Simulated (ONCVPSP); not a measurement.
## Ga (Z = 31): ONCV pseudisation with PBE, scalar-relativistic reference atom.

- Element: Ga (Z = 31)
- Generator: ONCVPSP 4.0.1
- Type: optimised norm-conserving Vanderbilt (ONCV)
- Functional: PBE
- Relativity: scalar-relativistic
- Frozen core: [Ar] 3d10
- Valence charge: 3
- Reference configuration: 4s2 4p1
- Partial waves: 4s: rc 1.35 bohr, ncon 3, nbas 7, qcut 4.4 1/bohr, 1 projector; 4p: rc 2.10 bohr, ncon 4, nbas 8, qcut 3.4 1/bohr, 1 projector; d scattering state at 0.04 Ha: rc 2.25 bohr, ncon 5, nbas 8, qcut 4 1/bohr, 3 projectors, debl 1.3 Ha
- Local potential: polynomial inside 1.25 bohr (lpopt 5, dvloc0 6 Ha)
- Core correction: none

All-electron outer shells of the reference configuration (PBE, scalar-relativistic, ld1.x):

```json
{"shell": "3p", "level (eV)": "-98.86", "outermost node (bohr)": "0.24", "outermost maximum (bohr)": "0.56"}
{"shell": "3d", "level (eV)": "-19.15", "outermost node (bohr)": "–", "outermost maximum (bohr)": "0.53"}
{"shell": "4s", "level (eV)": "-8.95", "outermost node (bohr)": "0.81", "outermost maximum (bohr)": "1.90"}
{"shell": "4p", "level (eV)": "-2.58", "outermost node (bohr)": "0.87", "outermost maximum (bohr)": "2.53"}
```

(1) Estimate the cutoffs (Ha) at which the residual kinetic energy of the hardest occupied pseudo-wave falls to 1 and 0.1 mHa per electron.

(2) What does a ghost test show?

(3) Which valence shell sets the plane-wave cutoff?

(4) Tests: 4s2 4p0; 4s1 4p0; 4s2 4p0.5; 4s0 4p3. Which has the largest error in its energy relative to the reference configuration, and how large is it?

## Answers

(1) 31 Ha and 85 Ha.

(2) Ghosts flagged at negative energy: d at -19.1 eV; GHOST(+) flags only above 600 eV. A true bound ghost makes a file unfit for plane-wave use.

(3) 4s: 31 Ha for 1 mHa per electron, against 3 Ha for 4p.

(4) 4s0 4p3, with +85 meV (all-electron minus pseudo) on +13.37 eV.
